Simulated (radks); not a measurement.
Results of a calculation; reference values are marked as such.
Minus the highest occupied eigenvalue as an estimate of the ionisation energy, Gd to Gd19+. The LB94 potential has the -1/r tail that LDA and GGA lack but no energy functional. Level of theory: scalar-relativistic Kohn-Sham, LB94 model potential, spin-polarised, spherical densities, finite nucleus; open shells are filled with parallel spins first (spin-orbit coupling, left out, can overturn this in heavy ions); Fermi nuclear charge, rms radius 5.1569 fm (a radial shooting solver on a logarithmic mesh with Libxc functionals).

species          configuration     HOMO  -e(HOMO) (eV)  <r> (bohr)  IE, NIST (eV)       kind
Gd            [Xe] 4f7 5d1 6s2  6s down          6.666        3.86          6.150       exp.
Gd+           [Xe] 4f7 5d1 6s1    6s up         13.607        3.44          12.08  semi-emp.
Gd2+              [Xe] 4f7 5d1    5d up         21.946        2.24          20.54  semi-emp.
Gd3+                  [Xe] 4f7    4f up         44.635       0.828           44.4  semi-emp.
Gd4+                  [Xe] 4f6    4f up         65.271       0.784              -
Gd5+     [Kr] 4d10 4f6 5s2 5p5    4f up         81.934       0.775             89     theory
Gd6+     [Kr] 4d10 4f6 5s2 5p4    4f up         99.398       0.765            106     theory
Gd7+     [Kr] 4d10 4f6 5s2 5p3    4f up         117.68       0.756            123     theory
Gd8+     [Kr] 4d10 4f6 5s2 5p2    4f up         136.60       0.746            144     theory
Gd9+     [Kr] 4d10 4f5 5s2 5p2    5p up         159.85        1.31            165     theory
Gd10+    [Kr] 4d10 4f5 5s2 5p1    5p up         177.65        1.28            183     theory
Gd11+        [Kr] 4d10 4f5 5s2    4f up         204.82       0.704            213     theory
Gd12+        [Kr] 4d10 4f4 5s2    4f up         234.41       0.681            246     theory
Gd13+            [Kr] 4d10 4f5    4f up         251.65       0.687            268     theory
Gd14+        [Kr] 4d10 4f2 5s2  5s down         294.39        1.09            288     theory
Gd15+            [Kr] 4d10 4f3    4f up         315.36       0.648            319     theory
Gd16+            [Kr] 4d10 4f2    4f up         349.18       0.631            352     theory
Gd17+            [Kr] 4d10 4f1    4f up         384.24       0.615            384     theory
Gd18+                [Kr] 4d10       4d         567.10       0.586            565     theory
Gd19+                 [Kr] 4d9  4d down         604.59       0.579            601     theory

Reference values: NIST Atomic Spectra Database (exp. = measured, semi-emp. = semi-empirical, theory = theoretical value adopted there). Open shells are spherical and high-spin; term and fine-structure splittings are not resolved. Spin-orbit splitting is averaged out at the scalar-relativistic level. No tabulated value is given for the 4+ ions of Nd, Pm and Eu to Yb, where it belongs to another shell than the one emptied here.
